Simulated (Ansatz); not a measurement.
Input file for Ansatz (a quantum-chemistry and plane-wave program): R-PBE/def2-TZVPPD on HCl (SMILES Cl) with ghost functions, monomers drawn apart or pushed together. Files ending in .json are basis or fitting sets from the Basis Set Exchange.

Ansatz 0.2 input:
```yaml
crystal:
  periodic: [false, false, false]
  atoms:
    - {symbol: Cl, position_ang: [-0.56148929, -0.68711842, -0.50006534]}
    - {symbol: H, position_ang: [-0.12151837, -0.26959638, 0.63588191]}
basis:
  gaussian:
    orbitals: def2-TZVPPD.json
    ghost_atoms:
      - {symbol: C, position_ang: [0.41340023, 0.92054773, 5.80852864]}
      - {symbol: Si, position_ang: [-0.13604611, -0.12894295, 4.35821667]}
      - {symbol: H, position_ang: [0.15816728, 1.96950968, 5.64926510]}
      - {symbol: H, position_ang: [1.49285959, 0.85124538, 5.95279404]}
      - {symbol: H, position_ang: [-0.07301163, 0.58973081, 6.72805593]}
      - {symbol: H, position_ang: [-1.59690453, -0.02510318, 4.13701518]}
      - {symbol: H, position_ang: [0.22152294, -1.55299703, 4.55300891]}
      - {symbol: H, position_ang: [0.54060681, 0.33641449, 3.11493902]}
hamiltonian:
  xc: {name: PBE}
scf: {lower_state_search: off}
```

The log:

```
WARN ansatz: RAYON_NUM_THREADS=2 ignored (pool sized by the plan → 2); use --threads N
Functional definition: PBE
these checks for a lower state are left out or cut short: stability, starts, cluster_reference, orbital_swaps, neighbouring_geometries, increment
integrals: 0.17 GiB planned
1153 factors; their error is unknown
mean field: 1.16 GiB planned
mean field evaluation 1: about -12534.0202 eV, gradient 1.2e1 eV
mean field evaluation 2: about -12533.9675 eV, gradient 1.4e1 eV
mean field evaluation 4: about -12534.3663 eV, gradient 5.3e-1 eV
mean field evaluation 8: about -12534.3598 eV, gradient 4.2e-3 eV
mean field -12534.35977970 eV, -460.6292258099 hartree, gradient 1.7e-6 eV, S^2 0.000000; 0 other end points of the search recorded, 0 dependent functions left out
reference -12534.35982806 eV, -460.6292275871 hartree; 9, 9 occupied and 246, 246 virtual orbitals, 1153 factors
Total energy: -12534.35982806 eV, -460.6292275871 hartree
Checks for a lower state left out: stability, starts, cluster_reference, orbital_swaps, neighbouring_geometries, increment
```

The calculation finished and met its thresholds.

Cost: very roughly 1.9 core-seconds.
